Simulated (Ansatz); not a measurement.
C2H5FSSi (`C[Si@H]1S[C@H]1F`). The species carries charge 0 and has multiplicity 1. Geometry: relaxed with PBE0-D4/def2-TZVP.

```xyz
10

C     0.360   -1.414   -0.572
Si    0.644    0.291    0.093
S    -0.164    1.951   -0.906
C    -0.820    1.270    0.675
F    -2.069    0.714    0.580
H     1.047   -1.631   -1.393
H    -0.664   -1.498   -0.940
H     0.519   -2.159    0.212
H     1.950    0.480    0.767
H    -0.803    1.995    1.484
```

(1) What is the dipole moment at PBE/def2-TZVPP? (Estimate.)

(2) And with r2SCAN, B3LYP, ωB97M-V? (Best estimate.)

(3) Give the Mulliken charges with PBE, B3LYP, ωB97M-V in def2-TZVPP. (An estimate is asked.)

Answers

(1) The calculation gave: 2.28 D, with components (1.54, -1.56, 0.64) D in this frame, pointing from negative to positive charge.

(2) The calculation gave: r2SCAN 2.42 D, B3LYP 2.49 D, ωB97M-V 2.53 D.

(3) Computed: 
```json
{"atom": "C1", "PBE": "-0.34", "B3LYP": "-0.35", "ωB97M-V": "-0.40"}
{"atom": "Si2", "PBE": "0.26", "B3LYP": "0.34", "ωB97M-V": "0.30"}
{"atom": "S3", "PBE": "-0.20", "B3LYP": "-0.22", "ωB97M-V": "-0.18"}
{"atom": "C4", "PBE": "0.07", "B3LYP": "0.08", "ωB97M-V": "0.01"}
{"atom": "F5", "PBE": "-0.18", "B3LYP": "-0.22", "ωB97M-V": "-0.21"}
{"atom": "H6", "PBE": "0.11", "B3LYP": "0.11", "ωB97M-V": "0.12"}
{"atom": "H7", "PBE": "0.12", "B3LYP": "0.13", "ωB97M-V": "0.14"}
{"atom": "H8", "PBE": "0.11", "B3LYP": "0.11", "ωB97M-V": "0.12"}
{"atom": "H9", "PBE": "-0.06", "B3LYP": "-0.07", "ωB97M-V": "-0.03"}
{"atom": "H10", "PBE": "0.10", "B3LYP": "0.12", "ωB97M-V": "0.13"}
```

B3LYP here is the variant with VWN-RPA as its local correlation; programs differ in this.
